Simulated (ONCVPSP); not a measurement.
Building the ONCV potential for Pr (Z = 59) (PBE, scalar-relativistic).

```json
{
  "Element": "praseodymium",
  "Generator": "ONCVPSP 4.0.1",
  "Type": "optimised norm-conserving Vanderbilt (ONCV)",
  "Functional": "PBE",
  "Relativity": "scalar-relativistic",
  "Frozen core": "[Kr] 4d10",
  "Valence charge": "13",
  "Reference configuration": "4f2 5s2 5p6 (charge +3)",
  "Partial waves": "5s: rc 1.45 bohr, ncon 4, nbas 8, qcut 4.3 1/bohr, 1 projector; 5p: rc 2.00 bohr, ncon 3, nbas 6, qcut 3.9 1/bohr, 2 projectors, debl 0.7 Ha; d scattering state at 0.05 Ha: rc 1.85 bohr, ncon 4, nbas 8, qcut 5.1 1/bohr, 2 projectors, debl 1.3 Ha; 4f: rc 1.25 bohr, ncon 3, nbas 8, qcut 15.7 1/bohr, 2 projectors, debl 2.1 Ha",
  "Local potential": "polynomial inside 0.85 bohr (lpopt 5, dvloc0 4 Ha)",
  "Core correction": "Teter function, fcfact 3.25, rcfact 1.05"
}
```

In the p channel the program set the typed energies aside and used -1.728, 0.250 Ha.

All-electron outer shells of the reference configuration (PBE, scalar-relativistic, ld1.x):

| shell | level (eV) | outermost node (bohr) | outermost maximum (bohr) |
| --- | --- | --- | --- |
| 5p | -47.01 | 0.79 | 1.51 |
| 4f | -29.79 | – | 0.68 |

Problem. Does this generation succeed?

Solution. No. ONCVPSP 4.0.1 stopped with "sratom123: lschfb convergence ERROR n,l,iter= 4 3 4": the all-electron bound-state solver failed for one shell.
